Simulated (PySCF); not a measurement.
Input for PySCF: R-HF/STO-3G on CH7NSn (SMILES C[NH][SnH3]), a point of a torsion scan.

```python
from pyscf import gto, scf, dft, mp
from pyscf.data.elements import chemcore

mol = gto.M(
    atom='''
    C    -1.59034006   -0.12364542    0.15506117
    N    -0.21812723   -0.05363864   -0.30028390
    Sn    0.89197649    1.60270173   -0.27493846
    H    -2.31360594   -0.08561893   -0.66457068
    H    -1.74601992   -1.06154284    0.69420128
    H    -1.79682837    0.69427875    0.84027949
    H    -0.06981019   -0.68858429   -1.06986302
    H     0.38013912    2.88463390   -1.23620685
    H     2.38904927    1.08927230   -0.75035352
    H     0.86318963    2.09571333    1.30362398
    ''',
    basis='sto-3g',
    charge=0, spin=0, verbose=3, max_memory=1800)
mf = scf.RHF(mol)
mf.conv_tol = 1e-8
mf.max_cycle = 100
mf.kernel()
if not mf.converged:
    mf = mf.newton().run(mf.mo_coeff, mf.mo_occ)
```

The log:

```
converged SCF energy = -6058.5215227667
```

Self-consistency was reached.

Cost: very roughly 0.5 core-seconds.
